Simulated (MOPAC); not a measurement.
MOPAC input (PM7):

```
PM7 FORCE THERMO(298,298) PRECISE LET CHARGE=1 GEO-OK AUX(PRECISION=9) THREADS=1
HgI

Hg    0.00000000 1    0.00000000 1   -0.96575338 1
I    -0.00000000 1   -0.00000000 1    1.49321917 1
```

### Question
Which zero-point energy does it print?

### Answer
0.31 kcal/mol, from the harmonic wavenumbers of PM7.
